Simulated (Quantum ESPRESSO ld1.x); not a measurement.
Neutral zinc, 30 electrons, occupied as [Ar] 3d10 4s2 (the NIST ground configuration).

Calculated with ld1.x of Quantum ESPRESSO 7.5: Dirac Kohn-Sham, BLYP, spin-unpolarised, spherical densities, point nucleus; speed of light set to 13703.6 atomic units (100 times the physical value, a model run).

Energy parts (Ry):
| part | energy |
|---|---|
| total | -3559.104 |
| kinetic | 3556.800 |
| electron-nucleus | -8522.035 |
| Hartree | 1548.494 |
| exchange-correlation | -142.363 |

Orbitals (lengths in bohr, moments of r in powers of bohr; r(max) is where P^2 peaks):
orbital,occ.,eigenvalue (Ry),<r^2>,<1/r>,r(max)
1s1/2,2,-691.459,0.003500,29.51,0.03371
2s1/2,2,-83.2260,0.06223,6.434,0.1925
2p1/2,2,-73.3706,0.04883,6.402,0.1534
2p3/2,4,-73.3704,0.04883,6.402,0.1534
3s1/2,2,-9.16809,0.5531,2.048,0.5966
3p1/2,2,-6.04007,0.6096,1.919,0.5954
3p3/2,4,-6.04005,0.6096,1.919,0.5954
3d3/2,4,-0.77002,1.117,1.516,0.5636
3d5/2,6,-0.77002,1.117,1.516,0.5636
4s1/2,2,-0.42667,8.584,0.4834,2.119

The highest occupied level is 4s1/2 at -5.805 eV. The density falls to 0.001 e/bohr^3 at r = 4.22 bohr.
